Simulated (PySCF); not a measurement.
C3H12OSi2. Atoms are numbered in the order given.

```xyz
18

C     -2.9494     0.6004    -0.3915
Si    -1.9084    -0.9171    -0.7786
C     -0.2971    -0.8409     0.2304
O      0.3363     0.3990    -0.0690
Si     1.7277     0.9332     0.6956
C      3.1956    -0.1735     0.3149
H     -2.3464     1.5054    -0.5646
H     -3.8498     0.6523    -1.0232
H     -3.2684     0.5985     0.6633
H     -1.5640    -0.9627    -2.2305
H     -2.6305    -2.1794    -0.4251
H     -0.5258    -0.9214     1.3131
H      0.3580    -1.7003    -0.0145
H      1.9565     2.3117     0.1869
H      1.4983     0.9682     2.1750
H      4.1086     0.2192     0.7926
H      3.3731    -0.2280    -0.7711
H      3.0359    -1.1976     0.6892
```
Charge 0, spin multiplicity 1.

Coordinates come from a B3LYP-D3(BJ)/def2-SVP optimisation. Other conformers were not sampled.

The numbers are results of B3LYP/def2-TZVP (PySCF), not measurements.

ESP charges are fitted to the potential on shells at 1.4 to 2.0 van der Waals radii. Atomic charges (e):

```csv
atom,IAO,ESP fit,Löwdin
C1,-0.71,-0.60,-0.46
Si2,0.84,0.54,0.30
C3,-0.33,-0.31,…
O4,-0.66,-0.28,…
Si5,1.05,0.65,…
C6,-0.74,-0.62,-0.47
H7,0.16,0.14,0.13
H8,0.15,0.16,0.13
H9,0.15,0.16,0.13
H10,-0.14,-0.13,…
H11,-0.15,-0.15,…
H12,0.12,0.12,0.12
H13,0.13,0.13,0.12
H14,-0.15,-0.14,-0.04
H15,-0.18,-0.15,-0.05
H16,0.16,0.16,…
H17,0.15,0.16,…
H18,0.15,0.15,…
```

Q: Fill in the missing entries. (Estimate from the structure and the level; the computed values follow.)

A: 
- C3, Löwdin: -0.46
- O4, Löwdin: 0.04
- Si5, Löwdin: 0.20
- H10, Löwdin: -0.04
- H11, Löwdin: -0.04
- H16, Löwdin: 0.13
- H17, Löwdin: 0.13
- H18, Löwdin: 0.13

Q: Give the Mayer and Wiberg (Löwdin basis) orders of the bonds. (Estimate from the structure and the level; the computed values follow.)

A: 
```json
[
 {"bond": "C1–Si2", "Mayer": "0.98", "Wiberg": "1.23"},
 {"bond": "Si2–C3", "Mayer": "0.95", "Wiberg": "1.12"},
 {"bond": "C3–O4", "Mayer": "0.91", "Wiberg": "1.47"},
 {"bond": "O4–Si5", "Mayer": "1.10", "Wiberg": "1.51"},
 {"bond": "Si5–C6", "Mayer": "0.98", "Wiberg": "1.23"},
 {"bond": "C1–H7", "Mayer": "0.95", "Wiberg": "0.90"},
 {"bond": "C1–H8", "Mayer": "0.96", "Wiberg": "0.91"},
 {"bond": "C1–H9", "Mayer": "0.95", "Wiberg": "0.91"},
 {"bond": "Si2–H10", "Mayer": "0.96", "Wiberg": "0.92"},
 {"bond": "Si2–H11", "Mayer": "0.94", "Wiberg": "0.92"},
 {"bond": "C3–H12", "Mayer": "0.94", "Wiberg": "0.88"},
 {"bond": "C3–H13", "Mayer": "0.94", "Wiberg": "0.88"},
 {"bond": "Si5–H14", "Mayer": "0.95", "Wiberg": "0.93"},
 {"bond": "Si5–H15", "Mayer": "0.94", "Wiberg": "0.92"},
 {"bond": "C6–H16", "Mayer": "0.95", "Wiberg": "0.90"},
 {"bond": "C6–H17", "Mayer": "0.95", "Wiberg": "0.91"},
 {"bond": "C6–H18", "Mayer": "0.95", "Wiberg": "0.91"}
]
```
